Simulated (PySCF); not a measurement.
Computed vibrations of [Tb(H2O)4]3+

[Tb(H2O)4]3+ (singlet in the valence; each metal's 4f electrons, 8 of them, lie in its core potential, out of spins and levels). PySCF 2.14.0, RKS PBE0, Tb lcecp-1-SVP with ECP54, O def2-SVP, H def2-SVP; non-relativistic Hamiltonian with scalar-relativistic core potentials where named; density fitting; no spin-orbit coupling. Central differences of gradients.

```xyz
13

Tb    0.0000    0.0000    0.0000
O     1.3178    1.3264    1.3264
H     1.6871    1.1262    2.2162
H     1.6871    2.2162    1.1262
O    -1.3178   -1.3264    1.3264
H    -1.6871   -1.1262    2.2162
H    -1.6871   -2.2162    1.1262
O     1.3178   -1.3264   -1.3264
H     1.6871   -2.2162   -1.1262
H     1.6871   -1.1262   -2.2162
O    -1.3178    1.3264   -1.3264
H    -1.6871    2.2162   -1.1262
H    -1.6871    1.1262   -2.2162
```

Run from Python with OMP_NUM_THREADS=2. Where DIIS fails, smearing, a level shift and second-order steps follow.
It took 120 s on 2 threads of Intel(R) Xeon(R) Platinum 8488C (Sapphire Rapids) (shared host).

**Question.** What are the harmonic wavenumbers and infrared intensities?

**Answer.** Modes are labelled in D2d; negative numbers are unstable modes, those under 60 cm⁻¹ near the noise; a finer grid moves soft modes by up to 10 cm⁻¹.
```
cm⁻¹  km/mol  symmetry
-140       –        a2
 -45       –         e
 -45       –         e
   8     0.0        b1
  47     7.6        b2
  58     0.0        a1
  78     0.0        b1
  90     5.7         e
  90     5.7         e
 387     0.0        a1
 387    12.2         e
 387    12.2         e
 392     9.2        b2
 589     0.0        a2
 611     2.4         e
 611     2.4         e
 623     0.0        b1
 645   437.7         e
 645   437.7         e
 651     0.0        a1
 661   926.7        b2
1674   201.9        b2
1674   176.1         e
1674   176.1         e
1680     0.0        a1
3622   598.0         e
3622   598.0         e
3622   686.0        b2
3642     0.0        a1
3660     0.0        a2
3664     0.0        b1
3664   809.7         e
3664   809.7         e
```

**Question.** Is this a minimum?

**Answer.** No: 3 unstable; the lowest moves the atoms so:
```
Tb   0.00  0.00  0.00
O    0.00 -0.01  0.01
H   -0.29  0.13  0.16
H    0.29 -0.16 -0.13
O    0.00 -0.01 -0.01
H   -0.29  0.13 -0.16
H    0.29 -0.16  0.13
O    0.00  0.01 -0.01
H    0.29  0.16  0.13
H   -0.29 -0.13 -0.16
O    0.00  0.01  0.01
H    0.29  0.16 -0.13
H   -0.29 -0.13  0.16
```

An lcecp potential fixes the number of 4f electrons, so in runs with it no electron can move into or out of that shell.
